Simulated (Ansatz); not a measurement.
Consider the cleavage of the Si–Ga bond: `F[SiH]([GaH2])[SeH]` + H–F → `F[SiH](F)[SeH]` + `[GaH3]`.

Isolated molecules relaxed with PBE0-D4/def2-TZVP in Ansatz; ΔE leaves out vibrations. CCSD(T)/CBS is the MP2 limit (def2-TZVPP, def2-QZVPP) plus CCSD(T) − MP2 in def2-TZVPP, frozen cores. This one scheme is used for every species. Functionals use def2-TZVPP. HSE06 is defined as in plane-wave codes. For Ga, Se outer-core shells are correlated without core-valence functions, which leaves a few kJ/mol of doubt a bond. Scalar relativity is left out up to krypton. One conformer a species, not always the lowest.

```json
{"level": "LDA (SPW92)", "ΔE (kJ/mol)": "-111.7", "difference from CCSD(T)/CBS": "13.5"}
{"level": "PBE-D4", "ΔE (kJ/mol)": "-104.6", "difference from CCSD(T)/CBS": "20.6"}
{"level": "HSE06-D4", "ΔE (kJ/mol)": "-112.6", "difference from CCSD(T)/CBS": "12.6"}
{"level": "BHLYP-D4", "ΔE (kJ/mol)": "-136.5", "difference from CCSD(T)/CBS": "-11.3"}
{"level": "PBE", "ΔE (kJ/mol)": "-109.7", "difference from CCSD(T)/CBS": "15.5"}
{"level": "revPBE", "ΔE (kJ/mol)": "-109.9", "difference from CCSD(T)/CBS": "15.3"}
{"level": "BLYP", "ΔE (kJ/mol)": "-129.3", "difference from CCSD(T)/CBS": "-4.1"}
{"level": "r2SCAN", "ΔE (kJ/mol)": "-130.5", "difference from CCSD(T)/CBS": "-5.3"}
{"level": "r2SCAN0", "ΔE (kJ/mol)": "-132.6", "difference from CCSD(T)/CBS": "-7.4"}
{"level": "HF/def2-SVP", "ΔE (kJ/mol)": "-149.3", "difference from CCSD(T)/CBS": "-24.1"}
{"level": "CCSD(T)/CBS", "ΔE (kJ/mol)": "-125.2", "difference from CCSD(T)/CBS": "0"}
```

Largest T1 diagnostic among the species: 0.013.

From BLYP to BHLYP (50 % exact exchange), in def2-TZVPP and without D4, ΔE moves by −17.9 kJ/mol. The D4 term adds +8.4 kJ/mol with B3LYP and +4.7 kJ/mol with PBE0; it sums over pairs of atoms, weighted by their polarisabilities, and B3LYP, whose exchange is more repulsive, gets the larger term. Leaving LDA and LC-ωPBE aside and taking each functional with its dispersion term where it has one, the values, not all of them listed here, spread over 37.9 kJ/mol, from B97M-V to PBE-D4.

CCSD(T)/CBS has its own doubt, a few kJ/mol and more with outer-core shells, so smaller differences from it don't rank the levels.

B3LYP here is the variant with VWN-RPA as its local correlation; programs differ in this.
